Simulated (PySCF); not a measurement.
Continuum solvent and chemical shifts

Atoms are numbered as in `[O:1]=[c:2]1[cH:3][cH:4][s:5][cH:6][cH:7]1` (H(Xn): hydrogen on atom n).

GIAO PBE0/pcSseg-1 in PySCF 2.14.0 with density-fitted response routines on one PBE0-D3(BJ)/def2-SVP conformer, non-relativistic, equivalent nuclei averaged. Solvents enter as an IEF-PCM continuum (chloroform with ε = 4.7, acetonitrile with ε = 35.7) around the gas-phase geometry. Shifts are referred to TMS, CS2 computed in the same medium.

Gas phase, δ in ppm: C2 176.3, C4/C6 141.9, C3/C7 139.9, S5 119.7, H(C4)/H(C6) 7.25, H(C3)/H(C7) 6.91. Dipole moment 3.89 D.

Problem. How does each δ change in the continuum?

Solution. 
```csv
atoms,environment,"Δδ, chloroform","Δδ, acetonitrile"
C2,ring carbonyl carbon,+2.9,+3.9
C4/C6,unsaturated ring CH,+5.5,+8.0
C3/C7,unsaturated ring CH,-0.4,-0.7
S5,ring sulfur,+14.4,+21.3
H(C4)/H(C6),hydrogen on a unsaturated ring CH,+0.50,+0.70
H(C3)/H(C7),hydrogen on a unsaturated ring CH,+0.14,+0.18
```

Changes are relative to the gas phase. The dipole moment becomes 5.07 D in chloroform, 5.58 D in acetonitrile.

Problem. Which nuclei move most (in ppm), and what does the model miss?

Solution. S5 (ring sulfur, +21.3 ppm) in acetonitrile. A continuum only polarises the solute; specific hydrogen bonds, the anisotropy of aromatic solvents and changes of geometry or conformer are outside it.
